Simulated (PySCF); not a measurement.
C₃HF₄, SMILES FC(F)(/[C]=C/F)F, multiplicity 2.

Coordinates come from a B3LYP-D3(BJ)/def2-SVP optimisation. The isomer is the one that the SMILES or the coordinates give; other isomers of the formula were not compared.

Calculation: SMD-M06-2X/6-31G* (PySCF).

Solvation free energies are E(SMD) − E(gas) at the gas-phase geometry, for 1 M in both phases. In vacuum the dipole moment is 1.33 D.

Computed solvation free energies in water, methanol, 2-propanol:
| solvent | ΔG(solv) (kcal/mol) | its non-electrostatic (CDS) part | dipole (D) |
|---|---|---|---|
| water | 2.2 | 5.4 | 1.74 |
| methanol | -1.0 | 2.0 | 1.72 |
| 2-propanol | -1.1 | 1.8 | 1.71 |
